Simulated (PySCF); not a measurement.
Energy of Mg²⁺ (magnesium, charge +2) between two integer charges

The 2p beta orbital of [Ne] is emptied in steps (occupation f), with all orbitals relaxed, ending at [He] 2s2 2p5. All numbers are calculated (PySCF 2.14, scalar relativity by spin-free X2C-1e, in jorge-DZP-DKH). The exact energy is a straight line in f; departures are measured from the line between the end points of the same method.

```json
{"f": "1", "UHF (eV)": "0.000", "LDA (eV)": "0.000", "PBE (eV)": "0.000", "PBE0 (eV)": "0.000", "r2SCAN (eV)": "0.000", "LC-wPBE (eV)": "0.000", "BHandHLYP (eV)": "0.000", "wB97X (eV)": "0.000", "M06-2X (eV)": "0.000", "CAM-B3LYP (eV)": "0.000"}
{"f": "0.75", "UHF (eV)": "0.515", "LDA (eV)": "-2.677", "PBE (eV)": "-2.587", "PBE0 (eV)": "-1.818", "r2SCAN (eV)": "-2.341", "LC-wPBE (eV)": "-1.517", "BHandHLYP (eV)": "-1.050", "wB97X (eV)": "-1.412", "M06-2X (eV)": "-1.112", "CAM-B3LYP (eV)": "-1.593"}
{"f": "0.5", "UHF (eV)": "0.664", "LDA (eV)": "-3.584", "PBE (eV)": "-3.447", "PBE0 (eV)": "-2.421", "r2SCAN (eV)": "-3.081", "LC-wPBE (eV)": "-2.016", "BHandHLYP (eV)": "-1.407", "wB97X (eV)": "-1.874", "M06-2X (eV)": "-1.503", "CAM-B3LYP (eV)": "-2.128"}
{"f": "0.25", "UHF (eV)": "0.482", "LDA (eV)": "-2.694", "PBE (eV)": "-2.575", "PBE0 (eV)": "-1.809", "r2SCAN (eV)": "-2.279", "LC-wPBE (eV)": "-1.499", "BHandHLYP (eV)": "-1.060", "wB97X (eV)": "-1.388", "M06-2X (eV)": "-1.096", "CAM-B3LYP (eV)": "-1.595"}
{"f": "0", "UHF (eV)": "0.000", "LDA (eV)": "0.000", "PBE (eV)": "0.000", "PBE0 (eV)": "0.000", "r2SCAN (eV)": "0.000", "LC-wPBE (eV)": "0.000", "BHandHLYP (eV)": "0.000", "wB97X (eV)": "0.000", "M06-2X (eV)": "0.000", "CAM-B3LYP (eV)": "0.000"}
```

Q: For CAM-B3LYP, how does the orbital energy at f = 1 compare with the removal energy?

A: −ε = 72.301 eV against a total-energy difference of 80.772 eV. By Janak's theorem ε = ∂E/∂f, so the gap between them reflects the curvature. Along the path −ε is 76.508 (f = 0.75), 80.767 (f = 0.5), 85.036 (f = 0.25) eV.

```tsv
method	E(f=0) − E(f=1) (eV)	−ε at f=1 (eV)	−ε at f=0.5 (eV)
UHF	78.956	81.801	78.867
LDA	81.129	66.923	81.083
PBE	80.588	66.809	80.617
PBE0	80.534	70.850	80.556
r2SCAN	80.648	68.043	80.826
LC-wPBE	80.741	72.660	80.782
BHandHLYP	80.505	74.939	80.480
wB97X	80.370	72.845	80.430
M06-2X	80.559	74.802	80.586
CAM-B3LYP	80.772	72.301	80.767
```

Reference removal energy between the ground levels: 80.144 eV (measured; NIST Atomic Spectra Database, ionization energies). The calculation has no spin-orbit coupling. UHF lacks correlation.
